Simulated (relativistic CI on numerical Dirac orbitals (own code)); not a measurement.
Calculated at this level of theory: Dirac-Coulomb-Breit CI, orbitals from a KLI potential per configuration, model QED (radiative potential, 1s self-energy scaled to tabulated hydrogen-like ionisation energies), unscaled Slater integrals (own radial code, finite nucleus).

Configurations in the expansion (outside the closed core [Ne]): 3s2, 3s 3p, 3p2, 3s 3d, 3d2, 3p 3d, 3p 4s, 3d 4s, 3s 4s, 3s 4p, 3s 4d, 3s 4f, 3s 5s, 3s 5p, 3s 5d, 3s 5f, 4s2, 3s 5g, 3s 6s, 3s 6p, 3s 6d. Levels of other configurations are missing.

At this charge energies of transitions that change n are usually good to better than 1 %, and those within a shell (Δn = 0) to a few per cent.

Outline of the computed level scheme of Ba XLV. Lowest level of each configuration: 3s2 1S_0 at 0.00 eV; 3s 3p 3P°_0 at 91.14 eV; 3p2 3P_0 at 219.76 eV; 3s 3d 3D_1 at 342.98 eV; 3p 3d 3F°_2 at 441.56 eV; 3d2 3F_2 at 694.41 eV; 3s 4s 3S_1 at 1625.52 eV; 3s 4p 3P°_0 at 1673.44 eV; 3p 4s 3P°_0 at 1735.26 eV.

Some strong electric-dipole decays among the lowest 43 levels: 3s 4p 1P°_1 → 3s2 1S_0 (1.3e+13 s⁻¹); 3s 4s 1S_0 → 3s 3p 1P°_1 (1.3e+13 s⁻¹); 3s 4s 3S_1 → 3s 3p 3P°_2 (9.5e+12 s⁻¹); 3s 4p 3P°_1 → 3s2 1S_0 (9.2e+12 s⁻¹); 3p 4s 3P°_1 → 3p2 1D_2 (5.4e+12 s⁻¹); 3s 4s 3S_1 → 3s 3p 3P°_1 (3.8e+12 s⁻¹); 3p 4s 3P°_1 → 3p2 3P_0 (2.8e+12 s⁻¹); 3s 4s 1S_0 → 3s 3p 3P°_1 (2.4e+12 s⁻¹).

LS names give the leading component of a level, which can be under half, so a name can repeat, a term be missing and a line seem to break the LS rules.
